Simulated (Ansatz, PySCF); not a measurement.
CH3F2GaS (SMILES C[S][Ga]([F])[F]), singlet, at a GFN2-xTB geometry (such geometries of metal compounds can be far from the true shape). Base run: CASSCF(2,4)/STO-3G run with PySCF.

Input for PySCF:
```python
from pyscf import gto, scf, mcscf
import numpy

mol = gto.Mole()
mol.atom = '''
    Ga    0.192361    0.462732    0.353897
    F     1.223979    1.822785    0.776038
    F    -1.067791    0.125909    1.554781
    S     0.250249   -0.865039   -1.441504
    C    -1.174517   -1.932838   -1.007931
    H    -0.992974   -2.445543   -0.066606
    H    -1.245541   -2.654956   -1.815468
    H    -2.087260   -1.344778   -0.954456
'''
mol.basis = 'sto-3g'
mol.charge = 0
mol.spin = 0
mol.verbose = 4
mol.build()

mf = scf.RHF(mol)
mf.kernel()
mc = mcscf.CASSCF(mf, 4, 2)
mc.fix_spin_(ss=0.0)
mc.kernel()
occ = numpy.linalg.eigvalsh(mc.fcisolver.make_rdm1(mc.ci, mc.ncas, mc.nelecas))[::-1]
ss = mc.fcisolver.spin_square(mc.ci, mc.ncas, mc.nelecas)[0]
print('natural occupations', occ.round(4), ' <S^2>', round(ss, 4))
```

Programs used: Ansatz (a quantum-chemistry and plane-wave program), PySCF; a row that names a program was run with it.

Each row names what was changed in the base input (with any setting that the change needs).

```json
[
 {"change": "base", "ΔE vs base (kcal/mol)": "0.000", "natural occupations": "1.95 0.05 0.00 0.00", "<S^2> of the state": "0.00", "outcome": "converged"},
 {"change": "active space = 2 electrons, 3 orbitals", "ΔE vs base (kcal/mol)": "0.011", "natural occupations": "1.95 0.05 0.00", "<S^2> of the state": "0.00", "outcome": "converged"},
 {"change": "correction = SC-NEVPT2", "ΔE vs base (kcal/mol)": "-96.9", "natural occupations": "1.95 0.05 0.00 0.00", "<S^2> of the state": "0.00", "outcome": "converged"},
 {"change": "active space = 6 electrons, 6 orbitals", "ΔE vs base (kcal/mol)": "-26.04", "natural occupations": "1.97 1.96 1.91 0.12 0.03 0.02", "<S^2> of the state": "0.00", "outcome": "converged"},
 {"change": "code = ansatz", "ΔE vs base (kcal/mol)": "-4.38", "natural occupations": "-", "<S^2> of the state": "-", "outcome": "converged"},
 {"change": "code = ansatz; correction = SC-NEVPT2, all electrons", "ΔE vs base (kcal/mol)": "-95.2", "natural occupations": "-", "<S^2> of the state": "-", "outcome": "converged"},
 {"change": "conv_tol = 1e-5", "ΔE vs base (kcal/mol)": "0.013", "natural occupations": "1.95 0.05 0.00 0.00", "<S^2> of the state": "0.00", "outcome": "converged"},
 {"change": "fix_spin_ = off", "ΔE vs base (kcal/mol)": "0.008", "natural occupations": "1.95 0.05 0.00 0.00", "<S^2> of the state": "0.00", "outcome": "converged"},
 {"change": "active space = 4 electrons, 3 orbitals", "ΔE vs base (kcal/mol)": "-", "natural occupations": "-", "<S^2> of the state": "-", "outcome": "not converged"},
 {"change": "active space = 6 electrons, 5 orbitals", "ΔE vs base (kcal/mol)": "-", "natural occupations": "-", "<S^2> of the state": "-", "outcome": "not converged"},
 {"change": "active space = 2 electrons, 2 orbitals", "ΔE vs base (kcal/mol)": "0.067", "natural occupations": "1.95 0.05", "<S^2> of the state": "0.00", "outcome": "converged"}
]
```

Active orbitals are taken around the Fermi level unless the row says otherwise; CASSCF can end in different local minima, and two programs can end on different orbitals. State-averaged rows give the lowest state.
